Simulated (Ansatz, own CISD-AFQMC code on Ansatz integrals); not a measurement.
CH5BSi, SMILES `B[Si]C` (triplet; the order of the spin states depends on the level) (charge 0, multiplicity 3). This triplet lies 0.30 eV above the relaxed singlet at the level frozen-core CCSD(T)/cc-pVTZ // B3LYP-D3(BJ)/def2-TZVP (Ansatz); other levels give the other order.

Cartesian coordinates (Å):
SMILES: B[Si]C
```xyz
8

B      1.8717    -0.2291    -0.0887
Si     0.0633    -0.8953     0.1069
C     -1.4554     0.1247    -0.3663
H      2.8172    -0.8807     0.2143
H      1.9857     0.8752    -0.5314
H     -1.1314     1.0782    -0.7915
H     -2.0815     0.3247     0.5058
H     -2.0696    -0.3977    -1.1024
```
Charge 0, spin multiplicity 3.

Frozen-core correlation energies in cc-pVDZ at a geometry from B3LYP-D3(BJ)/def2-TZVP, on an HF energy of -354.31580 Ha (<S^2> = 2.01). Wave-function levels are from Ansatz, the walk from an own CISD-AFQMC code on Ansatz integrals (time step 0.005/Ha, trial state from CCSD amplitudes, largest double 0.04).

| level | correlation energy (mHa) |
|---|---|
| MP2 | -296.2 |
| CCSD | -344.9 |
| CCSD(T) | -355.2 |

Q: What correlation energy does phaseless AFQMC give, and where does it lie among these levels?

A: -357.7 ± 0.4 mHa (one standard error). AFQMC minus each level: MP2 -61.5 mHa, CCSD -12.8 mHa, CCSD(T) -2.5 mHa.
